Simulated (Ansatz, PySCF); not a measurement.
Molecule: C3H9Ge (charge 0, doublet). SMILES: [CH2][GeH]([CH3])[CH3]
Geometry from a B3LYP-D3(BJ)/def2-TZVP (Ansatz, a quantum-chemistry and plane-wave program) optimisation:
```
Ge
H 1 1.5471
C 1 1.9341 2 108.65
H 3 1.0836 1 122.68 2 -31.66
H 3 1.0843 4 115.30 1 178.19
C 1 1.9674 2 110.23 3 120.08
H 6 1.0896 1 110.71 2 -58.74
H 6 1.0902 7 108.68 1 -121.43
H 6 1.0907 7 108.60 8 -117.83
C 1 1.9740 2 108.57 3 -120.22
H 10 1.0895 1 110.57 2 60.03
H 10 1.0902 11 108.66 1 -120.80
H 10 1.0906 11 108.79 12 -118.32
```
Charge 0, spin multiplicity 2.

Property: atomisation energy, in kcal/mol. Set-up: six Cartesian d functions in 6-31G* and its kin unless marked 5d; non-relativistic; LANL2DZ with its own core potentials from Na on; frozen cores in correlated levels (noble-gas shells and the d and f shells of earlier blocks); atomisation electronic, to ground-state atoms; dispersion terms only where a functional's name holds one; spin-orbit terms left out; open shells spin-unrestricted. First-principles rows: single points at B3LYP-D3(BJ) geometries (Ansatz).

```tsv
level	program	atomisation energy (kcal/mol)
HF/3-21G	Ansatz	826.4
HF/LANL2DZ	Ansatz	800.2
PBE/STO-3G	Ansatz	1422.5
BP86/6-31G* with LANL2DZ past Ar (5d)	PySCF	1110.7
B3LYP/STO-3G	Ansatz	1397.3
B3LYP/3-21G	Ansatz	1102.5
B3LYP/LANL2DZ	Ansatz	1070.7
B3LYP/6-31G**	Ansatz	1086.2
B3LYP/6-31G* with LANL2DZ past Ar	Ansatz	1078.6
PBE0/6-31G*	Ansatz	1085.7
M06-2X/6-31G* with LANL2DZ past Ar (5d)	PySCF	1085.5
MP2/STO-3G	Ansatz	1203.0
MP2/3-21G	Ansatz	963.9
MP2/LANL2DZ	Ansatz	937.0
B3LYP-D3(BJ)/def2-TZVPD	Ansatz + dftd3	1092.0
```

No value to compare with is used here. The 14 habitual levels span 800.2 (HF/LANL2DZ) to 1422.5 kcal/mol (PBE/STO-3G); B3LYP-D3(BJ)/def2-TZVPD gives 1092.0.

The levels are drawn from those run, B3LYP/6-31G* more often than the rest, none by its result; left out are runs that failed, that the program found above a lower state of the same kind, or whose <S^2> lies over 0.5 above the pure value.
